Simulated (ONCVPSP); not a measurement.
**Building the ONCV potential for Pr (PBE, scalar-relativistic).**

```json
{"Element": "praseodymium", "Generator": "ONCVPSP 4.0.1", "Type": "optimised norm-conserving Vanderbilt (ONCV)", "Functional": "PBE", "Relativity": "scalar-relativistic", "Frozen core": "[Kr] 4d10", "Valence charge": "13", "Reference configuration": "4f3 5s2 5p6 6s1.5 6p0.5", "Partial waves": "5s+6s: rc 2.75 bohr, ncon 5, nbas 9, qcut 5.8 1/bohr, 3 projectors, debl 2.7 Ha; 5p+6p: rc 2.90 bohr, ncon 4, nbas 8, qcut 3.8 1/bohr, 3 projectors, debl 3.6 Ha; d scattering state at 0.13 Ha: rc 2.30 bohr, ncon 4, nbas 9, qcut 4.2 1/bohr, 2 projectors, debl 3.6 Ha; 4f: rc 1.65 bohr, ncon 3, nbas 8, qcut 11.9 1/bohr, 2 projectors, debl 2.8 Ha", "Local potential": "polynomial inside 1.10 bohr (lpopt 2, dvloc0 3 Ha)", "Core correction": "none"}
```

In the d channel the program set the typed energies aside and used 0.050, 3.650 Ha.

Poles of the logarithmic derivatives, all-electron (AE) and pseudo (PS). s: poles at -1.4, 1.9 (AE) and -1.4, 1.9 (PS) Ha. p: poles at -0.7, 2.1 (AE) and -0.7, 2.1 (PS) Ha. d: poles at 1.1 (AE) and 1.1 (PS) Ha. f: poles at 0.4 (AE) and 0.4 (PS) Ha. Test radii: s 2.79, p 2.95, d 2.34, f 1.67 bohr.

* Cutoffs needed: 51 Ha and 58 Ha (the cutoffs (Ha) at which the residual kinetic energy of the hardest occupied pseudo-wave falls to 1 and 0.1 mHa per electron)
* Ghost test: no bound ghost flagged; GHOST(+) flagged for p at 177.4 eV, s at 182.8 eV
* Configuration tests: tests left out (the all-electron energies of this program are off by 10 to 40 meV for near-neutral 4f atoms)
